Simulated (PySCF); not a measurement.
# Computed vibrations of [Tb(OH)2]+

[Tb(OH)2]+ (singlet in the valence; each metal's 4f electrons, 8 of them, lie in its core potential, out of spins and levels). PySCF 2.14.0, RKS PBE0, Tb lcecp-1-SVP with ECP54, O def2-SVP, H def2-SVP; non-relativistic Hamiltonian with scalar-relativistic core potentials where named; density fitting; no spin-orbit coupling. Central differences of gradients.

```xyz
5

Tb    0.0000    0.0000   -0.1998
O     1.6330   -0.0344    0.8916
H     2.2854   -0.0481    1.5996
O    -1.6330    0.0344    0.8916
H    -2.2854    0.0481    1.5996
```

Run from Python with OMP_NUM_THREADS=2. Where DIIS fails, smearing, a level shift and second-order steps follow.
It took 21 s on 2 threads of Arm Neoverse V2 (shared host).

(1) What are the harmonic wavenumbers and infrared intensities?

(2) Is this a minimum?

An lcecp potential fixes the number of 4f electrons, so in runs with it no electron can move into or out of that shell.

## Answers

(1) Modes are labelled in C2v; negative numbers are unstable modes, those under 60 cm⁻¹ near the noise; a finer grid moves soft modes by up to 10 cm⁻¹.
```tsv
cm⁻¹	km/mol	symmetry
144	1.0	a1
454	213.3	b2
532	191.1	a1
558	0.0	a2
574	432.5	b1
689	178.4	b2
717	69.0	a1
3933	439.0	b2
3939	306.1	a1
```

(2) Yes. Ideal gas at 298.15 K and 1 bar: S = 311.8 J/(mol K), Cp = 68.0 J/(mol K), H − H(0 K) = 14.4 kJ/mol (rigid rotor, harmonic modes, spin degeneracy alone, that of the 4f electrons in the core included).
